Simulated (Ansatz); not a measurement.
`CC(C)N[SiH3]` + `O[SiH](F)F` → `CC(C)O[SiH](F)F` + `N[SiH3]`  (substitution at a C–N bond)

Isolated molecules relaxed with PBE0-D4/def2-TZVP in Ansatz; ΔE leaves out vibrations. CCSD(T)/CBS is the MP2 limit (def2-TZVPP, def2-QZVPP) plus CCSD(T) − MP2 in def2-TZVPP, frozen cores. This one scheme is used for every species. Functionals use def2-TZVPP. B3LYP here is the variant with VWN-RPA as its local correlation; programs differ in this. Each species was taken in one conformer, which may not be the lowest.

```json
{"level": "PBE-D4", "ΔE (kJ/mol)": "8.4", "difference from CCSD(T)/CBS": "-0.5"}
{"level": "r2SCAN-D4", "ΔE (kJ/mol)": "4.4", "difference from CCSD(T)/CBS": "-4.5"}
{"level": "PBE0-D4", "ΔE (kJ/mol)": "8.5", "difference from CCSD(T)/CBS": "-0.4"}
{"level": "B3LYP-D4", "ΔE (kJ/mol)": "3.2", "difference from CCSD(T)/CBS": "-5.7"}
{"level": "PBE", "ΔE (kJ/mol)": "6.5", "difference from CCSD(T)/CBS": "-2.4"}
{"level": "r2SCAN", "ΔE (kJ/mol)": "4.1", "difference from CCSD(T)/CBS": "-4.8"}
{"level": "PBE0", "ΔE (kJ/mol)": "7.1", "difference from CCSD(T)/CBS": "-1.8"}
{"level": "HF/def2-TZVPP", "ΔE (kJ/mol)": "-5.5", "difference from CCSD(T)/CBS": "-14.4"}
{"level": "SCS-MP2/def2-TZVPP", "ΔE (kJ/mol)": "9.2", "difference from CCSD(T)/CBS": "0.3"}
{"level": "CCSD/def2-TZVPP", "ΔE (kJ/mol)": "7.3", "difference from CCSD(T)/CBS": "-1.6"}
{"level": "CCSD(T)/def2-TZVPP", "ΔE (kJ/mol)": "8.8", "difference from CCSD(T)/CBS": "-0.1"}
{"level": "HF/def2-QZVPP", "ΔE (kJ/mol)": "-6.0", "difference from CCSD(T)/CBS": "-14.9"}
{"level": "MP2/def2-QZVPP", "ΔE (kJ/mol)": "13.6", "difference from CCSD(T)/CBS": "4.7"}
{"level": "SCS-MP2/def2-QZVPP", "ΔE (kJ/mol)": "9.1", "difference from CCSD(T)/CBS": "0.2"}
{"level": "HF/CBS(def2)", "ΔE (kJ/mol)": "-6.0", "difference from CCSD(T)/CBS": "-14.9"}
{"level": "CCSD/CBS(def2)", "ΔE (kJ/mol)": "7.4", "difference from CCSD(T)/CBS": "-1.5"}
{"level": "CCSD(T)/CBS", "ΔE (kJ/mol)": "8.9", "difference from CCSD(T)/CBS": "0"}
```

Largest T1 diagnostic among the species: 0.011.

In def2-TZVPP, CCSD(T) changes the Hartree–Fock value by +14.3 kJ/mol (the triples alone add +1.5 kJ/mol) and MP2 by +19.1 kJ/mol. The D4 term adds +3.2 kJ/mol with B3LYP and +1.5 kJ/mol with PBE0; it sums over pairs of atoms, weighted by their polarisabilities, and B3LYP, whose exchange is more repulsive, gets the larger term.

CCSD(T)/CBS has its own doubt, a few kJ/mol and more with outer-core shells, so smaller differences from it don't rank the levels.
